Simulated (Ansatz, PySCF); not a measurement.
Dimer: NH3 (SMILES N) (first 4 atoms) with H2S (SMILES S); geometry from B3LYP-D3(BJ)/def2-TZVP, rigid monomers moved along the line of their centres of mass till N1···H7 is 2.47 Å.
(charge 0, multiplicity 1):
```xyz
7

N      0.006     0.164     0.325
H     -0.777    -0.461     0.170
H     -0.193     1.032    -0.159
H      0.821    -0.253    -0.111
S      0.724     0.870     4.022
H     -0.247     0.060     4.471
H      0.446     0.600     2.720
```

Counterpoise-corrected where a basis set is named; no monomer relaxation. Rows marked so take none.

Correlated levels freeze the cores. Rows in 6-31G* carry no dispersion term and start afresh at each structure (6-31G* with six Cartesian d functions).

The values were computed with Ansatz (Gaussian orbitals); PySCF for 6-31G* rows, the dispersion terms. Values without a source in brackets are computed.

Task: Estimate the interaction energy that SCS-MP2/aug-cc-pV(T+d)Z returns for this input.

Result: -2.8 kcal/mol

Task: Give the interaction energy at the level B3LYP/6-31G* (no counterpoise).

Result: -4.6 kcal/mol

Task: Give the interaction energy at the level r2SCAN-D4/def2-TZVPPD.

Result: -3.4 kcal/mol

Ansatz is an electronic-structure program.
